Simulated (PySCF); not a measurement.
# Germanium: a sound run and one with changed settings

Sound run: Ge [Ar] 3d10 4s2 4p2, Ge+ [Ar] 3d10 4s2 4p1. Calculation: PySCF 2.14, in cc-pVTZ-PP with ECP10MDF; scalar relativity through the core potential. In the sound run the correlated levels freeze 3s2 3p6 3d10 outside the core potential. The sound run starts from symmetry-adapted Hartree-Fock orbitals and uses a fine grid where one is needed.

Changed run: all electrons correlated in a basis built for the valence shell.

| species | method | sound run (hartree) | changed run (hartree) | converged |
| --- | --- | --- | --- | --- |
| Ge | MP2 | -293.40296 | -293.50103 | yes |
| Ge+ | MP2 | -293.11811 | -293.21319 | yes |

Ionisation energy of Ge:

```tsv
method	sound run (eV)	changed run (eV)
UHF	7.408	7.408
MP2	7.751	7.832
SCS-MP2	7.676	7.728
```

A valence basis has no tight correlating functions, so it recovers only part of the core correlation, and not evenly between atom and ion.

For comparison, NIST gives 7.899 eV between the lowest levels.
